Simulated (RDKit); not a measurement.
RDKit input (MMFF94):

```python
from rdkit import Chem
from rdkit.Chem import AllChem, rdDetermineBonds

mol = Chem.MolFromXYZFile('mol.xyz')
rdDetermineBonds.DetermineBonds(mol, charge=1)
print('SMILES', Chem.MolToSmiles(Chem.RemoveHs(mol)))
ff = AllChem.MMFFGetMoleculeForceField(mol, AllChem.MMFFGetMoleculeProperties(mol))
e0 = ff.CalcEnergy()
flag = ff.Minimize(maxIts=5000, forceTol=1e-5)
print(f'energy {e0:.4f} -> {ff.CalcEnergy():.4f} kcal/mol, converged: {flag == 0}')
print(Chem.MolToXYZBlock(mol))
```
mol.xyz:
```
5

C     -0.57953100    -0.00171300    -0.00616400
C      0.67202200     0.00198600     0.00714800
H      1.75324300     0.00518200     0.01864900
H     -1.15674200     0.93590400    -0.02445500
H     -1.15144900    -0.94272600    -0.00009700
```

Output:

```
SMILES [CH][CH2+]
energy 19.3754 -> 4.0732 kcal/mol, converged: True
5

C     -0.653644   -0.003466   -0.006938
C      0.762206    0.004590    0.008082
H      1.828567    0.010658    0.019395
H     -1.204989    0.929153   -0.024875
H     -1.194598   -0.942302   -0.000583
```

The dipole moment of an ion depends on the origin.

The geometry given is a B3LYP-D3(BJ)/def2-TZVP minimum.
